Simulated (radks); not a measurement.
Q: All-electron atom: In43+ in [He] 2s2 2p2. All-electron calculation, scalar-relativistic Kohn-Sham, LB94 model potential, spin-polarised, spherical densities, finite nucleus; open shells are filled with parallel spins first (spin-orbit coupling, left out, can overturn this in heavy ions); Fermi nuclear charge, rms radius 4.6156 fm. Program: a radial shooting solver on a logarithmic mesh with Libxc functionals. Some entries of the table are withheld. Estimate them.

orbital,occ.,eigenvalue (eV),<r^2> (bohr^2)
1s down,1,-31610.32,0.001181
1s up,1,-31600.17,0.001182
2s up,1,(1),0.01760
2s down,1,(2),0.01768
2p up,2,-7046.063,0.01347
2p down,0,-7001.763,0.01350
3s up,0,-3158.935,(3)
3s down,0,-3145.222,(4)
3p up,0,-3062.477,0.08440
3p down,0,-3049.933,0.08489

A: 
(1) 2s up eigenvalue (eV): -7371.522
(2) 2s down eigenvalue (eV): -7324.462
(3) 3s up <r^2> (bohr^2): 0.09186
(4) 3s down <r^2> (bohr^2): 0.09243
